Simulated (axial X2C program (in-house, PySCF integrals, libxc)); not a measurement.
**Density and ELF of GeB⁻**

Computed with an axial X2C code built on PySCF integrals. Two-component (2c) means X2C with spin–orbit coupling and atomic mean-field two-electron Coulomb and Gaunt terms. Basis: Ge dyall-acv3z [10s10p8d5f1g], B dyall-av3z [8s7p3d2f] (cores contracted in-house); Gaussian nuclei, density fitting, unrestricted open shells. Masses: Ge 73.921 u, B 11.009 u.

PBE0, 2c, state Ω = 2 (⟨Sz⟩ = 1.00, ⟨Lz⟩ = 1.00 at PBE0); Ge at z = 0, B at z = 1.922 Å.

The maps cover the half plane through the axis: z from -2.4 to 4.2 Å along the bond, ρ from 0.15 to 2.25 Å away from it.

log10 of the density in e/bohr³:

```
 ρ\z  -2.4  -1.8  -1.2  -0.6   0.0   0.6   1.2   1.8   2.4   3.0   3.6   4.2
0.15  -2.9  -2.2  -1.5  -0.5   1.4  -0.5  -0.9   0.3  -1.0  -1.5  -2.3  -3.0
0.45  -3.0  -2.3  -1.6  -0.8   0.2  -0.8  -1.1  -1.0  -1.1  -1.7  -2.3  -3.0
0.75  -3.0  -2.4  -1.7  -1.2  -0.9  -1.2  -1.3  -1.2  -1.4  -1.9  -2.5  -3.1
1.05  -3.2  -2.5  -2.0  -1.5  -1.4  -1.5  -1.6  -1.6  -1.7  -2.1  -2.7  -3.3
1.35  -3.3  -2.7  -2.2  -1.9  -1.7  -1.8  -1.9  -1.9  -2.0  -2.4  -2.9  -3.4
1.65  -3.5  -3.0  -2.5  -2.2  -2.1  -2.1  -2.2  -2.2  -2.4  -2.7  -3.1  -3.6
1.95  -3.6  -3.2  -2.8  -2.5  -2.4  -2.4  -2.5  -2.6  -2.7  -3.0  -3.4  -3.8
2.25  -3.8  -3.4  -3.1  -2.8  -2.7  -2.7  -2.8  -2.9  -3.0  -3.3  -3.6  -4.0
```

Electron localisation function (collinear form, no current term, damped to 0 at low density):

```
 ρ\z  -2.4  -1.8  -1.2  -0.6   0.0   0.6   1.2   1.8   2.4   3.0   3.6   4.2
0.15  0.42  0.81  0.80  0.26  0.26  0.22  0.83  0.98  0.28  0.96  0.92  0.57
0.45  0.39  0.79  0.83  0.20  0.63  0.16  0.83  0.07  0.78  0.95  0.90  0.52
0.75  0.31  0.74  0.85  0.41  0.17  0.31  0.79  0.71  0.88  0.93  0.84  0.41
1.05  0.22  0.65  0.83  0.70  0.43  0.52  0.71  0.75  0.84  0.87  0.73  0.26
1.35  0.13  0.52  0.75  0.76  0.63  0.56  0.60  0.66  0.72  0.74  0.53  0.13
1.65  0.06  0.35  0.61  0.68  0.61  0.50  0.50  0.52  0.55  0.53  0.29  0.05
1.95  0.02  0.18  0.43  0.53  0.50  0.43  0.40  0.38  0.36  0.29  0.12  0.01
2.25  0.01  0.07  0.24  0.37  0.38  0.34  0.30  0.25  0.20  0.12  0.04  0.00
```

Axial spin density in 10⁻³ e/bohr³:

```
 ρ\z  -2.4  -1.8  -1.2  -0.6   0.0   0.6   1.2   1.8   2.4   3.0  3.6  4.2
0.15   0.5   1.9   6.4   5.8  -2.2   8.5  26.4  37.1  67.8  20.7  4.1  0.8
0.45   0.4   1.6   5.3   6.6  -0.5  11.4  18.5  15.5  41.2  15.4  3.4  0.7
0.75   0.3   1.2   3.6   5.4   3.9   9.9  10.9  10.4  19.1   9.1  2.4  0.6
1.05   0.3   0.8   2.2   3.4   4.0   6.4   6.1   5.8   8.1   4.7  1.5  0.4
1.35   0.2   0.5   1.2   1.9   2.6   3.5   3.3   3.0   3.4   2.2  0.9  0.3
1.65   0.1   0.3   0.7   1.0   1.4   1.8   1.7   1.5   1.5   1.1  0.5  0.2
1.95   0.1   0.2   0.3   0.5   0.8   0.9   0.9   0.8   0.7   0.5  0.3  0.1
2.25   0.1   0.1   0.2   0.3   0.4   0.5   0.5   0.4   0.3   0.2  0.1  0.1
```

Occupations by symmetry block were frozen at the best pattern of an incomplete PBE0 search. Density functionals use the spin component along the axis (collinear). Other states lie close and PBE0, whose exact exchange favours high spin, may order them wrongly; the determinant shown need not be the ground state. The nearest other 2c determinant of the search, Ω = 1, lies 0.14 eV up at the distance of the search. The functionals have no current-density term, which raises determinants with orbital currents, atoms included. With several unpaired electrons one determinant need not be a pure state. Open-shell Ω = 0 determinants with evenly filled partner blocks cannot be reached by this program, so the Ω shown need not be the lowest component. The highest occupied level of some functionals is positive through self-interaction error; at Hartree–Fock it is bound.
